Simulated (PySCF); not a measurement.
H$_{3}$B, SMILES `B`, neutral singlet in the gas phase. 

Cartesian coordinates (Å):
```xyz
4

B      0.0000     0.0000     0.0004
H     -0.8355    -0.8519     0.0003
H     -0.3200     1.1495    -0.0001
H      1.1555    -0.2976    -0.0006
```
Charge 0, multiplicity 1.

All levels are single points at this geometry (PBE0-D4/def2-TZVP); Pople sets use spherical d functions. Orbital energies aren't observables, and empty levels follow the basis.

```
level                       HOMO (eV)  LUMO (eV)  gap (eV)  dipole (D)  vertical IE, Delta-SCF (eV)
--------------------------  ---------  ---------  --------  ----------  ---------------------------
PBE0-D4/def2-TZVP in PySCF      -9.92      -1.95      7.97        0.00                            –
B3LYP/3-21G in PySCF            -9.71      -2.03      7.68        0.00                            –
B3LYP/6-311+G** in PySCF        -9.74      -2.25      7.49        0.00                            –
B3LYP/6-31G* in PySCF           -9.57      -1.78      7.78        0.00                        13.10
BP86/6-31G* in PySCF            -8.42      -2.74      5.68        0.00                            –
M06-2X/6-31G* in PySCF         -11.16      -0.53     10.63        0.00                            –
PBE/6-31G* in PySCF             -8.29      -2.68      5.61        0.00                            –
HF/3-21G in PySCF              -13.57       2.09     15.66        0.00                            –
HF/6-31G* in PySCF             -13.50       2.41     15.91        0.00                        12.47
```
